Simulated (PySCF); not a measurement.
Computed IR spectrum (relative IR intensity) of a molecule C3H7O2, multiplicity 2. Coordinates come from a PBE-D3(BJ)/def2-SVP optimisation. Other conformers were not sampled. Method: PySCF 2.14.0 with PBE-D3(BJ)/def2-SVP. Frequencies are harmonic and unscaled.

Lines under 2 % of the strongest are left out, and lines within 2 cm⁻¹ are merged.

ν (cm⁻¹): 84 (w), 319 (s), 382 (m), 426 (m), 431 (s), 559 (m), 792 (w), 908 (m), 953 (vs), 965 (m), 991 (vw), 1112 (vs), 1144 (m), 1269 (m), 1309 (w), 1313 (s), 1356 (m), 1376 (w), 1397 (w), 1409 (vw), 1416 (vw), 2848 (vs), 2901 (m), 3013 (w), 3021 (m), 3074 (w), 3668 (m), 3688 (w) (against the strongest line: vs over 80 %, s over 45 %, m over 15 %, w over 4 %, vw less)

### Question
Pick the molecule that these values belong to.
A) CC(O)[CH]O
B) COC[CH]O
C) C[C](O)CO
D) CC(O)C[O]

### Answer
C, C[C](O)CO
